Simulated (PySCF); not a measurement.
PySCF input:

```python
from pyscf import gto, scf, dft

mol = gto.M(
    atom='''
    In   -0.00000000   -0.00000000   -1.59217154
    I     0.00000000    0.00000000    1.47200765
    ''',
    basis='def2-tzvpd',
    ecp='def2-tzvp',
    charge=-1,
    spin=1,
    symmetry='C2v',
    verbose=4,
)

mf = dft.UKS(mol, xc='pw6b95').density_fit(auxbasis='def2-universal-jkfit')
mf.grids.level = 3
mf.conv_tol = 1e-9
mf.max_cycle = 100
mf.max_memory = 1500
mf.kernel()
if not mf.converged:
    mf = mf.newton()
    mf.kernel(mf.make_rdm1())
mf.analyze()
```

Problem. Which total energy does the run end on?

Solution. -488.24749 Eh (PW6B95/def2-TZVPD).
